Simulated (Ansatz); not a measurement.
```yaml
crystal:
  periodic: [false, false, false]
  atoms:
    - {symbol: Ge, position_ang: [0.252135, -0.034546, -0.751378]}
    - {symbol: I, position_ang: [1.825737, 0.079549, 0.403924]}
    - {symbol: I, position_ang: [-1.905248, -0.072730, 0.702298]}
basis:
  gaussian: {orbitals: def2-TZVPP}
hamiltonian: {xc: {name: wB97X-V}}
scf: {omitted_lower_state_checks: [starts]}
output: {forces: true}
```

```sh
$ ansatz run in.yaml --threads 4 --pin off --events-out ev --progress --plain --max-ram 3916MiB
```

Output, abridged:

```
Functional definition: wB97X-V
1167 factors; their error is unknown
204 factors; integrals over basis functions are off by at most 7.9e-5 eV
mean field evaluation 1: about -72711.1002 eV, gradient 1.9e1 eV
mean field evaluation 2: about -72711.4762 eV, gradient 2.0e1 eV
mean field evaluation 4: about -72711.9910 eV, gradient 8.4e-1 eV
mean field evaluation 8: about -72711.9917 eV, gradient 4.4e-2 eV
mean field evaluation 16: about -72712.5284 eV, gradient 3.5e-4 eV
mean field -72712.52844861 eV, -2672.1361341644 hartree, gradient 2.4e-5 eV, S^2 0.000000; 0 other end points of the search recorded, 0 dependent functions left out
reference -72712.52844716 eV, -2672.1361341111 hartree; 41, 41 occupied and 107, 107 virtual orbitals, 1167 factors
Total energy: -72712.52844716 eV, -2672.1361341111 hartree
Atom 0 at     0.252135    -0.034546    -0.751378 Å, force   -15.621992    -1.155865   -12.064873 eV/Å
Atom 1 at     1.825737     0.079549     0.403924 Å, force    15.611742     1.145669    11.814502 eV/Å
Atom 2 at    -1.905248    -0.072730     0.702298 Å, force     0.010250     0.010196     0.250371 eV/Å
Dipole moment:     0.788622     0.034859     0.005570 e Å
Checks for a lower state left out: starts
```

Hardware: 4 threads of Arm Neoverse V2 on a shared host. Wall time 4.5 s.

In the def2 sets I takes a core potential; there is no spin–orbit coupling.
